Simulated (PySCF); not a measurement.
Compound: C3H5GeO3 (charge -1).
Z-matrix (Å and degrees, PBE0-D3(BJ)/def2-SVP geometry), rows numbered from 1:
```
O 
C   1  1.2491
O   2  1.2447  1  129.98
C   2  1.5432  1  115.67  3   179.69
C   4  1.3315  2  120.38  1    -0.77
O   5  1.3799  4  124.76  2   178.84
Ge  6  1.7744  5  118.08  4   156.32
H   4  1.0958  2  118.68  1   179.67
H   5  1.1012  4  117.50  2     0.48
H   7  1.5401  6  105.00  5   177.98
H   7  1.5448  6  111.06  5   -62.73
H   7  1.5449  6  110.54  5    59.01
```

Linear response at B3LYP/def2-SVPD (PySCF, frozen core in the response, non-relativistic). The geometry's basis has no diffuse functions, a weakness for an anion. Relativistic effects, spin–orbit coupling among them, are left out although an element past zinc is present.

Static isotropic polarisability: 94.51 au (14.00 Å³), principal values 66.2, 83.7, 133.6 au.

Question: What is the polarisability at 1064 nm and at the sodium D line?

Answer: 96.17 au at 1064 nm (+1.8 %), 100.71 au at 589.3 nm (+6.6 %). The rise at 589.3 nm is 3.73 times that at 1064 nm; a pure ω² law gives 3.26. The lowest singlet lies at 394 nm, shorter than both wavelengths.

Question: What is the isotropic C6 coefficient between two such ions, C6 = (3/π)∫α(iω)² dω?

Answer: 2968 au (Eh·bohr⁶) by a ten-point quadrature over imaginary frequencies, which is 1770 eV·Å⁶ or 171 J·nm⁶/mol.

Question: Which effective excitation energy ω̄ makes London's formula C6 = (3/4)α²ω̄ exact here?

Answer: ω̄ = 4·C6/(3α²) = 0.443 Eh = 12.1 eV. A one-pole form α(ω) = α/(1 − ω²/ω̄²) fitted to the 1064 nm value gives 8.9 eV.

Question: The lowest 6 singlets have (eV, f): 3.15, 0.000; 3.32, 0.028; 3.50, 0.000; 3.58, 0.001; 3.65, 0.004; 3.92, 0.005. What share of the static polarisability do they carry in the sum over states α = Σ f/ω²?

Answer: 2.42 au, 2.6 % of α; the largest term, 1.89 au, is that of the state at 3.32 eV. Their oscillator strengths add up to 0.04. Higher states carry the rest.

Question: What three-body coefficient follows from the one-pole estimate C9 = (3/4)·α·C6?

Answer: 210000 au. This is an estimate from the two numbers above, not a computed integral.

Question: How many electrons N does the Slater–Kirkwood formula C6 = (3/4)·√N·α^(3/2) need to give this C6?

Answer: N = (4·C6/3)²/α³ = 18.6; the species has 80 electrons in all.

Question: What molar refraction at the D line follows from R = (4π/3)·N_A·α′, with α′ the polarisability volume?

Answer: α′ = 14.92 Å³ gives R = 37.64 cm³/mol, for isolated, non-vibrating species.

Question: How anisotropic is the static polarisability, by Δα² = ½[(α1 − α2)² + (α2 − α3)² + (α3 − α1)²]?

Answer: Δα = 60.6 au, or 0.64 of the isotropic value.

Cost: about 60 s of CPU time on one thread; the machine was shared, so the figure is rough. This is the whole response run at B3LYP/def2-SVPD, SCF included.

One conformer stands for the species.
